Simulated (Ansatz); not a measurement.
System: C2H7Si (charge -1, singlet). It need not be the lowest isomer of its formula. Whether it binds its extra electron was not tested at this geometry. 
Coordinates optimised at B3LYP-D3(BJ)/def2-TZVP (Ansatz, a first-principles code):
```xyz
10

Si    -0.0164     0.4868     0.0844
C     -1.6212    -0.2645     0.1038
C      1.4174    -0.7299    -0.2920
H      0.0691     1.5701    -0.9648
H      0.6230     1.2061     1.2909
H     -1.8601    -1.0113     0.8630
H     -2.4811     0.3497    -0.1632
H      1.4176    -1.5377     0.4484
H      1.2876    -1.1877    -1.2763
H      2.3963    -0.2375    -0.2501
```
Charge -1, spin multiplicity 1.

Basis-set convergence of Hartree-Fock and MP2 correlation energies (hartree) with Ansatz. Cores are frozen in the correlated levels unless marked. No spin-orbit coupling. Non-relativistic. This anion needs diffuse functions, which these sets lack.

```json
[
 {"basis": "cc-pV(D+d)Z", "functions": "86", "E(HF)": "-368.68448", "E(corr, MP2)": "-0.41013"},
 {"basis": "cc-pV(T+d)Z", "functions": "197", "E(HF)": "-368.73006", "E(corr, MP2)": "-0.50740"},
 {"basis": "cc-pV(Q+d)Z", "functions": "384", "E(HF)": "-368.74214", "E(corr, MP2)": "-0.54159"},
 {"basis": "cc-pV(5+d)Z", "functions": "667", "E(HF)": "___", "E(corr, MP2)": "___"}
]
```

Some entries are withheld; supply them.


- cc-pV(5+d)Z, E(HF): -368.74568
- cc-pV(5+d)Z, E(corr, MP2): -0.55483
